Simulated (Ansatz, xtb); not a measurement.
## Two isomers of C4H4ClF3S

Structure I is `FC(F)(F)CC(=S)CCl`, a singlet and structure II is `C/C=C(/Cl)SC(F)(F)F`, a singlet. Both are isolated molecules in the gas phase, relaxed with PBE-D3(BJ)/def2-SVP; the shapes shown needn't be the lowest conformers.

I (Å):

```csv
atom,x (Å),y (Å),z (Å)
C,-0.9966,-0.2019,1.6709
C,0.1355,-0.1494,0.6476
C,1.1583,0.9269,0.9321
C,0.7556,2.3594,0.6744
Cl,0.0360,2.5988,-0.9705
F,-1.7298,0.9421,1.6762
F,-0.5285,-0.3849,2.9238
F,-1.8372,-1.2194,1.3883
S,2.6277,0.5876,1.5691
H,0.6258,-1.1397,0.6547
H,-0.3336,0.0266,-0.3422
H,1.6318,3.0247,0.7657
H,-0.0238,2.6629,1.4041
```

II (Å):

```yaml
atoms:
  - { symbol: C, position_ang: [1.0722, -0.8140, 0.5671] }
  - { symbol: C, position_ang: [-0.3499, -0.4145, 0.3561] }
  - { symbol: C, position_ang: [-1.0568, 0.4749, 1.0925] }
  - { symbol: C, position_ang: [0.2964, 2.7834, 1.7134] }
  - { symbol: Cl, position_ang: [-2.7202, 0.8498, 0.6882] }
  - { symbol: F, position_ang: [1.2638, 2.4693, 0.8276] }
  - { symbol: F, position_ang: [-0.6321, 3.4950, 1.0561] }
  - { symbol: F, position_ang: [0.8328, 3.5514, 2.6771] }
  - { symbol: S, position_ang: [-0.4035, 1.2906, 2.5348] }
  - { symbol: H, position_ang: [1.4995, -0.3503, 1.4754] }
  - { symbol: H, position_ang: [1.6893, -0.5080, -0.3051] }
  - { symbol: H, position_ang: [1.1606, -1.9184, 0.6427] }
  - { symbol: H, position_ang: [-0.8858, -0.8719, -0.4941] }
```

Quicker runs give these differences E(II) − E(I): GFN2-xTB +8.8 kcal/mol; HF/STO-3G −3.4 kcal/mol (at GFN2-xTB geometries); r2SCAN-D4/def2-SVP +12.2 kcal/mol (at GFN2-xTB geometries).

Problem. Estimate which is lower in electronic energy at CCSD(T)/def2-SVP + ΔMP2/def2-TZVPP, and by roughly how much.

Solution. The CCSD(T)/def2-SVP + ΔMP2/def2-TZVPP calculation puts structure I lower, by 12.0 kcal/mol.

How the difference moves with the method:

| level | geometry | E(II) − E(I) (kcal/mol) | departure from the last row (kcal/mol) | job, with rough time for the two |
| --- | --- | --- | --- | --- |
| GFN2-xTB | GFN2-xTB | +8.8 | −3.2 | optimisation, 0.32 s |
| HF/STO-3G | GFN2-xTB | −3.4 | −15.4 | single point, 0.58 s |
| r2SCAN-D4/def2-SVP | GFN2-xTB | +12.2 | +0.2 | single point, 5 s |
| PBE-D3(BJ)/def2-SVP | PBE-D3(BJ)/def2-SVP | +10.0 | −2.0 | optimisation, 54 s |
| HF/def2-SVP | PBE-D3(BJ)/def2-SVP | +16.5 | +4.6 | part of the CCSD(T) run |
| MP2/def2-SVP | PBE-D3(BJ)/def2-SVP | +16.0 | +4.1 | part of the CCSD(T) run |
| CCSD(T)/def2-SVP | PBE-D3(BJ)/def2-SVP | +15.5 | +3.6 | single point |
| CCSD(T)/def2-SVP + ΔMP2/def2-TZVPP | PBE-D3(BJ)/def2-SVP | +12.0 |  | single point, 2.7 min |

As drawn, II has 1 C=C, 2 C–S in place of 2 C–C, 1 C=S.

HF/STO-3G puts the two in the other order. The largest departure from CCSD(T)/def2-SVP + ΔMP2/def2-TZVPP is that of HF/STO-3G, 15.4 kcal/mol. The last row adds to CCSD(T) the change of the MP2 difference between the two basis sets, here −3.6 kcal/mol, a large step that makes the value less sure.

With thermal terms from frequencies at re-optimised GFN2-xTB minima (ideal gas, soft modes damped towards free rotors, one conformer each, 298.15 K, 1 atm): on the last row, ΔE + ΔZPE = +10.8, ΔH = +11.3, ΔG = +10.5 kcal/mol.

The correlated steps freeze 17 core orbitals. Run with Ansatz 0.2.0, xtb 6.7.1; the last row on 4 threads of Arm Neoverse V1 on a shared host.
